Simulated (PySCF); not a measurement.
**Electron correlation in Be (beryllium, neutral)**

[He] 2p2, high-spin 3P determinant (an excited configuration). Computed with PySCF 2.14 in def2-QZVPPD (7s4p2d1f, 36 functions), with the non-relativistic Hamiltonian (point nucleus). Frozen: 1s2; 2 electrons correlated.

With two correlated electrons CCSD is exact within the correlated space (frozen core and kept virtual orbitals).

| level | correlation energy (mhartree) |
| --- | --- |
| CCSD | -9.03 |

Diagnostics: T1 = 0.0031, D1 = 0.0044, largest double amplitude 0.062.

Cost of the coupled-cluster step: roughly 0.4 core-seconds, for 2 correlated electrons.

Iterations:

```
CC2 = 0
CCSD nocc = (np.int64(2), np.int64(0)), nmo = (35, 35)
frozen orbitals [[0], [0]]
max_cycle = 100
direct = 0
conv_tol = 1e-08
conv_tol_normt = 1e-06
diis_space = 8
diis_start_cycle = 0
Init t2, MP2 energy = -0.0059156438520272
Init E_corr(UCCSD) = -0.00591564385215188
cycle = 1  E_corr(UCCSD) = -0.00784775131605155  dE = -0.00193210746  norm(t1,t2) = 0.0261474
cycle = 2  E_corr(UCCSD) = -0.00855165239395123  dE = -0.000703901078  norm(t1,t2) = 0.0108608
cycle = 3  E_corr(UCCSD) = -0.00903184235579339  dE = -0.000480189962  norm(t1,t2) = 0.00485951
cycle = 4  E_corr(UCCSD) = -0.00902756232380391  dE = 4.28003199e-06  norm(t1,t2) = 0.000849976
cycle = 5  E_corr(UCCSD) = -0.00902934793404134  dE = -1.78561024e-06  norm(t1,t2) = 5.36112e-05
cycle = 6  E_corr(UCCSD) = -0.00902892949867705  dE = 4.18435364e-07  norm(t1,t2) = 4.76501e-06
cycle = 7  E_corr(UCCSD) = -0.00902904802391526  dE = -1.18525238e-07  norm(t1,t2) = 1.02088e-06
cycle = 8  E_corr(UCCSD) = -0.00902902234031203  dE = 2.56836032e-08  norm(t1,t2) = 3.76625e-07
cycle = 9  E_corr(UCCSD) = -0.00902900806816267  dE = 1.42721494e-08  norm(t1,t2) = 1.15153e-07
cycle = 10  E_corr(UCCSD) = -0.00902901101896858  dE = -2.95080592e-09  norm(t1,t2) = 3.1146e-08
UCCSD converged
E(UCCSD) = -14.34528695828504  E_corr = -0.009029011018968584
```
